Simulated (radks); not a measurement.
Problem. All-electron atom: Mo16+ in [Ar] 3d6 4s2 (not the ground configuration). Calculated with a radial shooting solver on a logarithmic mesh with Libxc functionals: Dirac Kohn-Sham, PBE, spin-unpolarised, spherical densities, finite nucleus; open shells are shared between the two j in proportion to 2j + 1; Fermi nuclear charge, rms radius 4.4091 fm.

Spin-orbit splittings of the eigenvalues, e(l+1/2) - e(l-1/2), with zeta = 2 splitting/(2l+1) and mean radii in bohr:

| shell | occ. | splitting (eV) | zeta (eV) | <r> j=l-1/2 | <r> j=l+1/2 |
|---|---|---|---|---|---|
| 2p | 6 | 107.0 | 71.30 | 0.1304 | 0.1349 |
| 3p | 6 | ? | ? | 0.4006 | 0.4095 |
| 3d | 6 | 4.044 | 1.617 | 0.3755 | 0.3782 |
| 4p | 0 | 5.382 | 3.588 | 0.8940 | 0.9075 |

Estimate the 3p splitting.

Solution. 19.90 eV (zeta = 13.27 eV).
